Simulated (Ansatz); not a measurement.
Reaction (isomerisation): `CBN([SiH3])[SiH3]` → `CB(N)[SiH2][SiH3]`

Calculated with Ansatz (gas phase, PBE0-D4/def2-TZVP geometries, no zero-point term in ΔE). CBS: MP2 limit from def2 TZ/QZ plus the TZ coupled-cluster correction, frozen cores. DFT in def2-TZVPP. One conformer a species, not always the lowest.

Question: Is it downhill or uphill in electronic energy at CCSD(T)/CBS, and by how much? (An estimate is asked.)

Answer: The calculation gave: Uphill: ΔE = +84.9 kJ/mol.

Question: What do these levels give: r2SCAN, HF/def2-TZVPP, CCSD/def2-TZVPP, HF/def2-QZVPP, HF/CBS(def2), MP2/CBS(def2)? (An estimate is asked.)

Answer: Ansatz gave: r2SCAN 68.0, HF/def2-TZVPP 110.0, CCSD/def2-TZVPP 87.1, HF/def2-QZVPP 113.1, HF/CBS(def2) 113.5, MP2/CBS(def2) 98.5 kJ/mol.

Largest T1 diagnostic among the species: 0.013.

From PBE to PBE0 (25 % exact exchange), in def2-TZVPP and without D4, ΔE moves by +12.7 kJ/mol. In def2-TZVPP, CCSD(T) changes the Hartree–Fock value by −26.1 kJ/mol (the triples alone add −3.2 kJ/mol) and MP2 by −12.5 kJ/mol. The D4 term adds +5.5 kJ/mol with B3LYP and +2.6 kJ/mol with PBE0; it sums over pairs of atoms, weighted by their polarisabilities, and B3LYP, whose exchange is more repulsive, gets the larger term.

B3LYP here is the variant with VWN-RPA as its local correlation; programs differ in this.
